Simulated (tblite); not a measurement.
Species: C₅H₁₀OSi.
Geometry (GFN2-xTB, Å), atoms numbered from 1 in this order:
```xyz
17
C5H10OSi angstrom
C     -1.635   -1.623   -0.667
C     -1.000   -0.500   -0.361
C     -1.654    0.628    0.373
C      0.446   -0.305   -0.687
O      0.801    1.060   -0.975
C      1.762    1.376    0.040
Si     1.698   -0.388    0.789
H     -1.149   -2.425   -1.196
H     -2.664   -1.784   -0.397
H     -2.718    0.447    0.501
H     -1.509    1.553   -0.183
H     -1.195    0.755    1.354
H      0.717   -0.934   -1.543
H      1.398    2.201    0.662
H      2.701    1.695   -0.422
H      2.872   -1.228    0.575
H      1.123   -0.516    2.126
```

Level: GFN2-xTB in tblite, geometry and Hessian alike; calculated harmonic values, unscaled, isolated species. This tight-binding method is rough: wavenumbers can miss measured ones by several per cent, in bad cases by 10 to 20. Modes of hydrogen on silicon can be 10 to 20 % off. One conformer, not necessarily the lowest.

Harmonic wavenumbers (cm⁻¹): 57.4, 69.6, 140.7, 162.3, 248.5, 370.6, 407.4, 432.4, 479.1, 499.2, 570.2, 594.5, 664.8, 720.8, 738.9, 756.2, 781.6, 872.4, 897.3, 953.7, 997.5, 1016.4, 1034.1, 1039.7, 1125.0, 1137.5, 1219.2, 1265.5, 1282.4, 1390.0, 1423.2, 1469.1, 1473.4, 1483.8, 1713.0, 2285.3, 2292.0, 2879.2, 2895.9, 2925.7, 2989.2, 3028.1, 3048.2, 3101.2, 3125.0.

A = 3598, B = 1629, C = 1430 MHz; mass 114.050 u (most abundant isotopes); point group C1, symmetry number 1.

Q: What is the zero-point energy?

A: ½Σν̃ = 29029 cm⁻¹ = 83.00 kcal/mol.

Q: Give the ideal-gas entropy at 400 K and 1 bar in the rigid-rotor, harmonic-oscillator model (classical rotation).

A: Translation 41.60, rotation 28.92, vibration 32.59: S = 103.1 cal/(mol K).

Q: And Cp and H(400 K) − H(0)?

A: Cp = 44.06 cal/(mol K), of which vibrations give 36.12 (their classical limit is 45 R = 89.4); H(400 K) − H(0) = 10.18 kcal/mol without the zero-point energy, 7.00 from vibrations.

Q: Which modes carry the vibrational entropy at 400 K?

A: 57.4 cm⁻¹: 5.13; 69.6 cm⁻¹: 4.74; 140.7 cm⁻¹: 3.36; 162.3 cm⁻¹: 3.08; 248.5 cm⁻¹: 2.28; 370.6 cm⁻¹: 1.56 cal/(mol K); the other 39 give 12.45 together.

Q: What must be added to the electronic energy to get the Gibbs energy at 400 K and 1 bar?

A: ZPE + [H(400 K) − H(0)] − T·S = 83.00 + 10.18 − 41.24 = 51.94 kcal/mol.

Q: How do the functions run with temperature in this model?

A: 
| T (K) | S (cal/(mol K)) | Cp (cal/(mol K)) | H − H(0) (kcal/mol) | G − H(0) (kcal/mol) | ln q(vib) |
| --- | --- | --- | --- | --- | --- |
| 100 | 66.0 | 16.0 | 1.18 | -5.42 | 1.32 |
| 200 | 79.7 | 25.0 | 3.22 | -12.73 | 3.32 |
| 300 | 91.8 | 35.0 | 6.22 | -21.31 | 5.42 |
| 500 | 113.8 | 51.6 | 14.98 | -41.91 | 9.81 |
| 800 | 141.7 | 67.2 | 33.01 | -80.39 | 16.31 |
| 1000 | 157.5 | 73.9 | 47.16 | -110.34 | 20.38 |

q(vib) and H(0) count from the zero-point level.

Q: Blend soft modes into free rotors: weight 1/[1 + (100 cm⁻¹/ν̃)⁴] for the oscillator and the rest for a rotor with moment μB/(μ + B), μ = h/(8π²ν), B = 10⁻⁴⁴ kg m². What vibrational entropy results?

A: 30.15 cal/(mol K) in place of 32.59, which changes −T·S at 400 K by +0.98 kcal/mol.

Hindered rotation and anharmonicity are outside this model. Other conformers, if any are populated, would add a mixing term that is left out. The structure is chiral; the term R ln 2 for an equal mix with its mirror image is left out.

On an Arm Neoverse V2 with one thread, no GPU, shared host with 32 logical CPUs at a one-minute load of 31, this took 0.47 s of wall time. This covers the Hessian and the dipole derivatives.
